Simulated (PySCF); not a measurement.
PySCF 2.14 output of an unrestricted PBEsol calculation on a single atom or ion in aug-cc-pwCVTZ-X2C (11s10p8d4f, 109 functions), with scalar relativity by spin-free X2C-1e:

```
SCF conv_tol = 1e-09
number electrons alpha = 29  beta = 27
    J. P. Perdew, A. Ruzsinszky, G. I. Csonka, O. A. Vydrov, G. E. Scuseria, L. A. Constantin, X. Zhou, and K. Burke.,  Phys. Rev. Lett. 100, 136406 (2008)
    J. P. Perdew, A. Ruzsinszky, G. I. Csonka, O. A. Vydrov, G. E. Scuseria, L. A. Constantin, X. Zhou, and K. Burke.,  Phys. Rev. Lett. 100, 136406 (2008)
cycle= 1 E= -8130.86028057748  delta_E= -0.0113  |g|= 0.0337  |ddm|= 4.48
cycle= 2 E= -8130.86060861381  delta_E= -0.000328  |g|= 0.0188  |ddm|= 3.05
cycle= 3 E= -8130.86071703844  delta_E= -0.000108  |g|= 0.00604  |ddm|= 0.434
cycle= 4 E= -8130.86072263169  delta_E= -5.59e-06  |g|= 0.000259  |ddm|= 0.258
cycle= 5 E= -8130.86072286916  delta_E= -2.37e-07  |g|= 3.66e-05  |ddm|= 0.143
cycle= 6 E= -8130.86072288722  delta_E= -1.81e-08  |g|= 3.55e-06  |ddm|= 0.0452
cycle= 7 E= -8130.86072288731  delta_E= -9.37e-11  |g|= 1.04e-07  |ddm|= 0.00196
converged SCF energy = -8130.86072288731  <S^2> = 2.0002981  2S+1 = 3.0001987
```

The run itself started from symmetry-adapted Hartree-Fock orbitals and held the occupation by maximum overlap, on a logarithmic radial grid, so the iterations belong to that start.

Question: Which element, charge and spin multiplicity is this?

Answer: Ba (barium, neutral), multiplicity 3; the state was [Xe] 6s1 7s1, high-spin 3S determinant (an excited configuration).

Spin-orbit coupling, which splits the p, d and f shells strongly at this Z, is absent. The outer electron is Rydberg-like, and this basis confines it to a smaller radius and binds it less than a complete one would.
